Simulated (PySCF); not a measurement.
What builds the second ionisation energy along group 11

Calculated with PySCF 2.14 from differences of total energies of unrestricted determinants, without spin-orbit coupling. Each column adds one step, in eV (sums use unrounded values): valence MP2, valence CCSD, valence triples, then the next inner shell at CCSD(T) (Cu 3s 3p, Ag 4s 4p, Au 5s 5p). References (NIST) marked * lie between the lowest fine-structure levels; the others compare directly ((s) semi-empirical, (t) theoretical).

```json
{"element": "Cu [Ar] 3d10 → [Ar] 3d9 (aug-cc-pwCVDZ-PP with ECP10MDF, ECP)", "UHF": "17.166", "+ MP2": "3.623", "+ CCSD": "-1.036", "+ (T)": "0.228", "+ inner shell": "0.105", "sum": "20.085", "reference": "20.292 *"}
{"element": "Ag [Kr] 4d10 → [Kr] 4d9 (aug-cc-pwCVDZ-PP with ECP28MDF, ECP)", "UHF": "19.709", "+ MP2": "2.029", "+ CCSD": "-0.392", "+ (T)": "0.103", "+ inner shell": "-0.158", "sum": "21.291", "reference": "21.484 *"}
{"element": "Au [Xe] 4f14 5d10 → [Xe] 4f14 5d9 (aug-cc-pwCVDZ-PP with ECP60MDF, ECP)", "UHF": "18.974", "+ MP2": "1.823", "+ CCSD": "-0.337", "+ (T)": "0.078", "+ inner shell": "-0.116", "sum": "20.423", "reference": "20.203 ± 0.025 *"}
```

Double-zeta sets recover only part of the correlation energy.

What remains against the references is mostly basis incompleteness and, for starred values, spin-orbit coupling.

Question: What share of the correlation contribution for Au comes from the inner shell?

Answer: The four steps add to 1.448 eV, of which the inner shell gives -0.116 eV, or -8 %.
